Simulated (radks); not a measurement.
The numbers below are computed, except where a source is named.
Q: Successive ionisation energies (eV) of one element, from differences of total energies of ions in their ground configurations, starting at charge 0: 5.678, 10.137, 18.206, 48.675, 61.072, 73.969, 87.318, 104.74, 119.34, 152.65, 169.07, 274.49, 303.58, 333.40, 363.93, 395.16, 427.07, 463.65, 497.13, 531.24, 565.97, 696.38. Code: a radial shooting solver on a logarithmic mesh with Libxc functionals. Model: Dirac Kohn-Sham, exchange-only PBE, spin-unpolarised, spherical densities, finite nucleus; open shells fill j = l - 1/2 first; Fermi nuclear charge, rms radius 4.855 fm. Which element is it?

A: Lanthanum (Z = 57). The first species listed is La in [Xe] 5d1 6s2, the last La21+ in [Kr].
